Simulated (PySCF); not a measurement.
**Zn+ (zinc, charge +1): LDA calculation**

Configuration: [Ar] 3d10 4s1, 2S determinant. All numbers are calculated (PySCF 2.14, scalar relativity by spin-free X2C-1e, in aug-cc-pwCVTZ-DK (10s9p7d4f3g, 127 functions)).

```json
{
 "Total energy": "-1792.578 hartree",
 "One-electron energy": "-2492.635 hartree",
 "Hartree (Coulomb) energy": "768.856 hartree",
 "Exchange-correlation energy": "-68.800 hartree",
 "⟨S²⟩": "0.7508",
 "⟨L²⟩": "0.000",
 "Sum of ⟨r⟩": "18.74 bohr",
 "Sum of ⟨r²⟩": "22.35 bohr²",
 "Langevin diamagnetic susceptibility": "-17.7 ×10⁻⁶ cm³/mol"
}
```

| shell | electrons | mean orbital energy (hartree) | rms radius, mean of both spins (bohr) |
| --- | --- | --- | --- |
| 1s α | 1 | -349.34678 | 0.0581 |
| 1s β | 1 | -349.34469 | 0.0581 |
| 2s α | 1 | -42.79710 | 0.246 |
| 2s β | 1 | -42.79704 | 0.246 |
| 2p α | 3 | -37.19633 | 0.220 |
| 2p β | 3 | -37.19596 | 0.220 |
| 3s α | 1 | -5.07988 | 0.734 |
| 3s β | 1 | -5.07891 | 0.734 |
| 3p α | 3 | -3.41590 | 0.777 |
| 3p β | 3 | -3.41416 | 0.777 |
| 3d α | 5 | -0.74164 | 1.04 |
| 3d β | 5 | -0.73425 | 1.04 |
| 4s α | 1 | -0.54346 | 2.54 |

Densities and radii are taken from the X2C orbitals without a picture-change correction, which distorts them close to the nucleus.
